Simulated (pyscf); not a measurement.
A first-order saddle from PySCF, ωB97X-D3(BJ)/def2-SVP:

```xyz
8

Si     0.7495     0.5518     0.4516
Si    -1.2026    -1.1270     0.8284
Cl     0.7055    -0.9099     2.2162
Cl    -1.0259    -3.0889     0.1635
H      0.9996    -0.0578    -0.8794
H      2.0737     1.0658     0.9248
H     -0.1637     1.7227     0.4981
H     -2.2016    -1.2472     1.9465
```
Charge 0, spin multiplicity 1.

Surface: singlet, charge 0. Lowest wavenumbers (cm⁻¹): 291i, 62, 130, 212, 266.

### Question
Name the species on either side of this saddle.

### Answer
H₃Si–SiH(Cl)–Cl <-> H₃Si–Cl + :HSi–Cl [singlet], a 1,1-elimination read from left to right: Si–Si, Cl–Si broken and Cl–Si formed. At CCSD(T)/def2-TZVPP + ΔMP2(QZVPP) it lies +50.1 kcal/mol from the left side and +3.1 kcal/mol from the right (each side as separated species at their lowest minima found). On the product side the descent ends in a bound adduct, 9.2 kcal/mol under the separated species and 6.0 kcal/mol under the saddle at ωB97X-D3(BJ)/def2-TZVP. This is the saddle that the search found; another between the same sides may lie lower. The CCSD(T) − MP2 part came from Ansatz, without density fitting, on the same reference.
